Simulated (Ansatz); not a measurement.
FH$_{5}$NOSbSi, SMILES `N[SiH](F)[O][SbH2]`, relaxed with RKS PBE-D4/def2-SVP in Ansatz from a rough embedded geometry. The force threshold is 0.03 eV/Å; the program also tests the step.

Charge 0, multiplicity 1. Sb takes the def2 core potential.

Start:

```xyz
10

N     0.113    1.309   -1.419
Si    0.396    1.014    0.278
F    -0.990    1.380    1.192
O     0.853   -0.702    0.487
Sb   -0.789   -1.752    0.168
H    -0.770    0.805   -1.744
H     0.888    0.948   -1.988
H     1.463    1.842    0.741
H    -1.273   -1.600    1.788
H     0.110   -3.245    0.497
```

```json
{"step": "1", "energy (eV)": "-20735.1456", "largest force (eV/Å)": "3.209", "largest move (Å)": "0.000"}
{"step": "2", "energy (eV)": "-20735.5438", "largest force (eV/Å)": "1.866", "largest move (Å)": "0.199"}
{"step": "3", "energy (eV)": "-20735.7019", "largest force (eV/Å)": "0.290", "largest move (Å)": "0.142"}
{"step": "4", "energy (eV)": "-20735.7551", "largest force (eV/Å)": "0.352", "largest move (Å)": "0.148"}
{"step": "5", "energy (eV)": "-20735.7724", "largest force (eV/Å)": "0.504", "largest move (Å)": "0.100"}
{"step": "6", "energy (eV)": "-20735.7789", "largest force (eV/Å)": "0.231", "largest move (Å)": "0.036"}
{"step": "7", "energy (eV)": "-20735.7871", "largest force (eV/Å)": "0.094", "largest move (Å)": "0.117"}
{"step": "8", "energy (eV)": "-20735.7892", "largest force (eV/Å)": "0.220", "largest move (Å)": "0.070"}
{"step": "9 (rejected)", "energy (eV)": "-20735.7784", "largest force (eV/Å)": "0.943", "largest move (Å)": "0.195"}
{"step": "10 (rejected)", "energy (eV)": "-20735.7824", "largest force (eV/Å)": "0.472", "largest move (Å)": "0.095"}
{"step": "11", "energy (eV)": "-20735.7929", "largest force (eV/Å)": "0.089", "largest move (Å)": "0.048"}
{"step": "12", "energy (eV)": "-20735.7955", "largest force (eV/Å)": "0.373", "largest move (Å)": "0.098"}
{"step": "13", "energy (eV)": "-20735.7960", "largest force (eV/Å)": "0.419", "largest move (Å)": "0.089"}
{"step": "14", "energy (eV)": "-20735.8152", "largest force (eV/Å)": "0.341", "largest move (Å)": "0.200"}
{"step": "15", "energy (eV)": "-20735.8153", "largest force (eV/Å)": "0.684", "largest move (Å)": "0.158"}
{"step": "16", "energy (eV)": "-20735.8272", "largest force (eV/Å)": "0.456", "largest move (Å)": "0.071"}
{"step": "17", "energy (eV)": "-20735.8400", "largest force (eV/Å)": "0.412", "largest move (Å)": "0.171"}
{"step": "18 (rejected)", "energy (eV)": "-20735.8154", "largest force (eV/Å)": "0.744", "largest move (Å)": "0.200"}
{"step": "19", "energy (eV)": "-20735.8580", "largest force (eV/Å)": "0.141", "largest move (Å)": "0.100"}
{"step": "20", "energy (eV)": "-20735.8657", "largest force (eV/Å)": "0.037", "largest move (Å)": "0.100"}
{"step": "21", "energy (eV)": "-20735.8693", "largest force (eV/Å)": "0.146", "largest move (Å)": "0.149"}
{"step": "22 (rejected)", "energy (eV)": "-20735.8680", "largest force (eV/Å)": "0.238", "largest move (Å)": "0.111"}
{"step": "23", "energy (eV)": "-20735.8736", "largest force (eV/Å)": "0.054", "largest move (Å)": "0.055"}
{"step": "24", "energy (eV)": "-20735.8758", "largest force (eV/Å)": "0.046", "largest move (Å)": "0.098"}
{"step": "25 (rejected)", "energy (eV)": "-20735.8748", "largest force (eV/Å)": "0.103", "largest move (Å)": "0.107"}
{"step": "26", "energy (eV)": "-20735.8767", "largest force (eV/Å)": "0.032", "largest move (Å)": "0.052"}
{"step": "27", "energy (eV)": "-20735.8768", "largest force (eV/Å)": "0.029", "largest move (Å)": "0.013"}
```

End:

```xyz
10

N     0.076    0.700   -1.331
Si    0.294    1.113    0.346
F    -0.937    2.155    0.643
O     0.185   -0.273    1.237
Sb   -1.081   -1.744    0.563
H    -0.365    1.381   -1.953
H     0.814    0.189   -1.823
H     1.555    1.803    0.751
H    -0.672   -2.736    1.938
H     0.130   -2.588   -0.372
```

Run time 41 s (4 threads of a server CPU on a shared host); peak host memory 0.19 GiB.
